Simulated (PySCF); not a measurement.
**Induced dipoles and field energies**

Ti(OiPr)Cl3, C3H7Cl3OTi (singlet state).
Geometry (PBE0-D3(BJ)/def2-SVP, Å), atoms numbered from 1 in this order:
```xyz
15
C3H7Cl3OTi angstrom
Ti    -1.0175   -0.3668   -2.0343
O     -0.1633   -0.7249   -0.5973
C      0.5260   -0.4241    0.6047
C     -0.4938   -0.2509    1.7128
C      1.3977    0.7955    0.3770
H      1.1612   -1.3030    0.8134
H     -1.1634    0.5912    1.4809
H      0.0122   -0.0464    2.6677
H     -1.1011   -1.1599    1.8271
H      2.0778    0.6325   -0.4713
H      0.7713    1.6740    0.1571
H      1.9988    1.0095    1.2727
Cl     0.4460    0.1854   -3.5561
Cl    -2.2345    1.3937   -1.6121
Cl    -2.2502   -2.0819   -2.5981
```

Level: CAM-B3LYP/def2-SVPD (PySCF); nuclei fixed, core orbitals frozen in the response. Permanent dipole (2.009, 0.104, 3.587) D (1 au = 2.5417 D). Static polarisability (au):

```
x   119.67   6.47   4.35
y     6.47 114.62   4.50
z     4.35   4.50 128.47
```

Only the terms in μ and α are kept: μ(F) = μ + αF and ΔE = −μ·F − ½ F·αF.

**Question.** What do fields of 0.103 V/Å (0.002 au) along the six axis directions do?

**Answer.** 
```csv
field along,induced x (D),induced y (D),induced z (D),total size (D),−μ·F (kJ/mol),−½F·αF (kJ/mol)
+x,0.608,0.033,0.022,4.460,-4.150,-0.628
−x,-0.608,-0.033,-0.022,3.831,+4.150,-0.628
+y,0.033,0.583,0.023,4.204,-0.215,-0.602
−y,-0.033,-0.583,-0.023,4.103,+0.215,-0.602
+z,0.022,0.023,0.653,4.703,-7.410,-0.675
−z,-0.022,-0.023,-0.653,3.544,+7.410,-0.675
```

**Question.** For the field (-0.0006, -0.0010, -0.0008) au, what is the induced dipole, and what angle does it make with the field?

**Answer.** αF = (-0.208, -0.310, -0.279) D, at 3.3° to the field. The polarisability along this direction, F·αF/F², is 129.53 au, against a mean of 120.92 au.

**Question.** At what field along the permanent dipole would the induced dipole along it equal the permanent one, in this linear picture?

**Answer.** The polarisability along the dipole is 130.43 au, so F = 1.6180 au / 130.43 au = 0.0124 au = 0.64 V/Å; higher-order terms are ignored.

**Question.** What field makes μF equal to kT at 400 K?

**Answer.** kT = 1.2667 × 10⁻³ Eh, so F = 0.000783 au = 4.03 MV/cm.

**Question.** Induction energy −ᾱe²/2R⁴ of a unit charge at 11 Å, the molecule taken as a point?

**Answer.** R = 20.79 bohr, so the energy is −120.9/(2 × 20.79⁴) Eh = -0.85 kJ/mol. The charge–dipole term at its most favourable orientation, −μe/R², is -9.83 kJ/mol.

Geometry: PBE0-D3(BJ)/def2-SVP; no solvent, vibrations or thermal averaging.
